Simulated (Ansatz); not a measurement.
Molecular dynamics of BH$_{4}$NO$_{2}$

The input (input.yaml):

```yaml
crystal:
  periodic: [false, false, false]
  atoms:
    - { symbol: B, position_ang: [0.044233, -0.151264, -0.066226] }
    - { symbol: O, position_ang: [-0.028186, 0.22591, 1.275663] }
    - { symbol: H, position_ang: [-0.934882, 0.174082, 1.625138] }
    - { symbol: "N", position_ang: [1.282747, 0.027274, -0.733168] }
    - { symbol: H, position_ang: [1.440033, -0.288117, -1.683757] }
    - { symbol: H, position_ang: [2.092936, 0.426955, -0.273075] }
    - { symbol: O, position_ang: [-1.016113, -0.685211, -0.799242] }
    - { symbol: H, position_ang: [-1.797269, -0.857728, -0.244733] }
basis:
  gaussian: { orbitals: "6-31G*" }
hamiltonian:
  xc: pbe
  dispersion: d4
md:
  timestep: 3.0
  n_steps: 40
  ensemble: nvt_nose_hoover
  temperature: 700.0
  initial_velocities: maxwell_boltzmann
  seed: 576435
```

Run as:

```bash
$ ansatz run input.yaml --threads 1 --pin off --max-ram 2048MiB --backend cpu --events-out ev --progress --plain --runs-dir out
```

It starts from a relaxed structure.

Output, in part (step lines, the closing report, with atoms numbered from 0):

```
md step     0: t =     0.00 fs  T =   700.0 K  F+E_penalty+E_count = -6321.64530229 eV  E_kin = 0.542892 eV  conserved = -6321.10241029 eV  (25 SCF iters)
[... lines left out ...]
Total energy: -6301.08241161 eV, -231.5605075995 hartree
Atom 0 at     0.647299     0.123087     0.075717 Å, force    -0.498716     0.720793    -0.771108 eV/Å
Atom 1 at     0.577059     0.144096     1.296992 Å, force     0.193875    -0.162019    -0.223387 eV/Å
Atom 2 at   -16.879430    -0.497886     5.831158 Å, force     0.000007    -0.000003     0.000001 eV/Å
Atom 3 at     0.435993     0.180364    -1.476648 Å, force     0.437193    -2.541707     0.979110 eV/Å
Atom 4 at     7.481647    -5.932408    -3.612599 Å, force    -0.000037     0.000030     0.000006 eV/Å
Atom 5 at     8.336966     2.381443     4.805989 Å, force    -0.000035    -0.000014    -0.000013 eV/Å
Atom 6 at     0.463957    -1.053671    -1.797524 Å, force    -0.132286     1.982914     0.015391 eV/Å
Atom 7 at   -25.937584     5.581296    16.714289 Å, force    -0.000001     0.000006     0.000001 eV/Å
Dipole moment:     0.040777     0.053473    -0.177260 e Å
```

The steps, from the saved trajectory:

```tsv
time (fs)	T (K)	potential energy less start (eV)	conserved less start (meV/atom)
0.0	700	0.000	0.00
3.0	511	0.474	40.92
6.0	589	1.397	163.93
9.0	967	4.030	529.60
12.0	1700	2.937	464.04
15.0	33927	8.002	4261.40
18.0	160951	14.593	19127.22
21.0	134485	18.720	23264.23
24.0	89441	18.277	23208.88
27.0	66287	19.577	23616.79
30.0	54743	21.684	24797.77
33.0	36997	22.507	24772.64
36.0	26221	22.398	24763.64
39.0	18944	22.457	24762.24
42.0	14144	22.451	24770.22
45.0	11349	21.799	24759.29
48.0	9138	21.449	24759.25
51.0	7183	21.425	24760.83
54.0	5675	21.442	24761.49
57.0	4646	21.363	24762.00
60.0	4030	21.127	24760.72
63.0	3544	20.889	24757.24
66.0	2836	20.965	24757.16
69.0	2212	21.135	24762.47
72.0	2049	20.922	24756.22
75.0	1796	20.871	24756.50
78.0	1423	20.977	24758.63
81.0	1225	20.970	24758.50
84.0	1178	20.853	24756.76
87.0	1038	20.823	24754.82
90.0	751	20.982	24758.96
93.0	714	20.917	24756.76
96.0	751	20.803	24755.21
99.0	651	20.827	24757.04
102.0	627	20.788	24757.32
105.0	710	20.649	24755.70
108.0	701	20.586	24754.71
111.0	570	20.650	24756.94
114.0	549	20.612	24755.95
117.0	561	20.550	24755.13
120.0	497	20.563	24755.76
```

The run went to its last step. The conserved energy changed by up to 25000 meV per atom, so the integration failed: the time step of 3 fs is too long for the fastest motions that this run met, and the later frames carry no physical meaning.

Parted: B1–O7 1.40 → 2.22 Å, O2–H3 0.97 → 18.05 Å, N4–H5 1.01 → 9.57 Å, N4–H6 1.01 → 10.33 Å, O7–H8 0.97 → 32.92 Å. Joined: N4–O7 2.41 → 1.28 Å. It ends as BNO2 + H + H + H + H. Pairs count as bonded within 1.25 times the sum of covalent radii (0.12 Å more for H–H).

Last frame:

```xyz
8
Properties=species:S:1:pos:R:3
B 0.647 0.123 0.076
O 0.577 0.144 1.297
H -16.879 -0.498 5.831
N 0.436 0.180 -1.477
H 7.482 -5.932 -3.613
H 8.337 2.381 4.806
O 0.464 -1.054 -1.798
H -25.938 5.581 16.714
```

Run time: 13 min on 1 thread of Arm Neoverse V2, with other jobs on the host, peak memory 0.13 GiB.
